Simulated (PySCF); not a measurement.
A series of related compounds: `C[Si](C)(C)C`, C₄H₁₂Si; SMILES CN(C)[Si](N(C)C)(N(C)C)N(C)C, C₈H₂₄N₄Si; Si(SMe)4, C₄H₁₂S₄Si; Si(OMe)4, C₄H₁₂O₄Si.

[PySCF 2.14: PBE0-D3(BJ)/def2-SVP structure; shielding tensors at KT2/pcSseg-1 (GIAO); averaged over atoms made equivalent by symmetry, fast rotation or ring inversion; a single conformation; relativity neglected; gas phase]

Chemical shifts δ = σref − σ; 29Si, 13C, 1H vs TMS, all at this level.

Problem. How does the 29Si shift change along the series?

Solution. 
```tsv
compound	change	δ (ppm)	HOMO–LUMO gap (eV)
SiMe4	base	0.0	7.34
Si(NMe2)4	ligand (all four): Me to NMe2	-31.7	4.69
Si(SMe)4	ligand (all four): Me to SMe	58.7	4.89
Si(OMe)4	ligand (all four): Me to OMe	-80.5	6.66
```

Problem. How does the 13C shift change along the series?

Solution. 
```csv
compound,change,δ (ppm),HOMO–LUMO gap (eV)
SiMe4,base,0.0,7.34
Si(NMe2)4,ligand (all four): Me to NMe2,39.8,4.69
Si(SMe)4,ligand (all four): Me to SMe,15.8,4.89
Si(OMe)4,ligand (all four): Me to OMe,53.8,6.66
```

Problem. How does the 1H shift change along the series?

Solution. 
```csv
compound,change,δ (ppm),HOMO–LUMO gap (eV)
SiMe4,base,0.00,7.34
Si(NMe2)4,ligand (all four): Me to NMe2,2.55,4.69
Si(SMe)4,ligand (all four): Me to SMe,2.10,4.89
Si(OMe)4,ligand (all four): Me to OMe,3.67,6.66
```
